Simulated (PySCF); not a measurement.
Electron correlation in Sm(3+) (samarium, charge +3)

[Xe] 4f5, one real determinant. All numbers are calculated (PySCF 2.14, the spin-free X2C one-electron Hamiltonian (Gaussian nucleus), in ANO-RCC-VTZP (8s7p5d3f2g1h, 104 functions)). Frozen: [Kr] 4d10; 13 electrons correlated.

```
  level  correlation energy (mhartree)
   CCSD                        -370.23
    (T)                         -10.98
CCSD(T)                        -381.21
```

Diagnostics: T1 = 0.0077, D1 = 0.0175, largest double amplitude 0.062.

The real determinant used has ⟨L²⟩ near 24 against 30 for a pure H term, so it mixes terms. Spin-orbit coupling, absent here, splits the open shell strongly.

Cost of the coupled-cluster step: roughly 50 core-seconds, for 13 correlated electrons.

The reference is one real determinant that mixes LS terms of this configuration.
